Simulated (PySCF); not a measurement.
Species: C7H9N2 (doublet state).
Structure used (GFN2-xTB), in Å, numbered top down from 1:
```xyz
18
C7H9N2 angstrom
C      3.212    0.415    0.055
C      2.158    0.158    1.113
C      0.972   -0.334    0.972
C     -0.066   -0.855    0.081
C      0.453   -0.899   -1.274
N      0.903   -0.897   -2.326
C     -1.294    0.022    0.077
N     -2.420   -0.486    0.277
C     -3.602    0.312    0.268
H      4.089   -0.194    0.271
H      3.506    1.463    0.087
H      2.842    0.172   -0.936
H      2.493    0.424    2.113
H     -0.359   -1.870    0.377
H     -1.117    1.090   -0.116
H     -4.106    0.180    1.226
H     -4.261   -0.074   -0.510
H     -3.413    1.380    0.092
```

The hyperfine couplings belong to this conformer and change with its torsions.

The species is `C/C=[C]\[C@H](C#N)/C=N/C` [radical].

Computed with UKS B3LYP, pcH-1 on C H N, non-relativistic, mean-field spin-orbit, GIAO in PySCF 2.14.0. One conformer (not necessarily the lowest) at the GFN2-xTB geometry, without solvent, vibrations or thermal averaging. Couplings are sensitive to structure, and on GFN2-xTB geometries they can be far from those on DFT ones. Stability of the SCF solution: not tested.

Task: Match the computed a_iso(13C) values +269.0, +91.4, +69.8, +28.9, -19.0, +14.1, +0.9 MHz with the sites C1; C2; C3; C4; C5; C7; C9.

Result: 
```tsv
site	a_iso (MHz)	ρ(0) (bohr⁻³)	position	distance from C3 (Å)	spin population	largest |T| (MHz)
C1	+69.8	+0.0621	2 bonds from C3	2.53	+0.08	15.7
C2	-19.0	-0.0169	1 bond from C3	1.29	-0.15	17.9
C3	+269.0	+0.2393	largest spin population	0.00	+1.00	142.9
C4	+28.9	+0.0257	1 bond from C3	1.46	-0.05	6.0
C5	+91.4	+0.0813	2 bonds from C3	2.37	+0.03	8.9
C7	+14.1	+0.0125	2 bonds from C3	2.46	+0.01	3.1
C9	+0.9	+0.0008	4 bonds from C3	4.67	0.00	0.5
```

ρ(0) is the spin density at the nucleus and T the dipolar tensor; entries for several nuclei are means. Largest spin populations (Mulliken): C3 (+1.00), C2 (-0.15) and C1 (+0.08). No atom but C3 exceeds +0.15. The positive populations add up to 1.21 and the negative ones to -0.21, together 2S = 1.

Means are taken over nuclei equivalent by connectivity, which assumes that they swap fast.
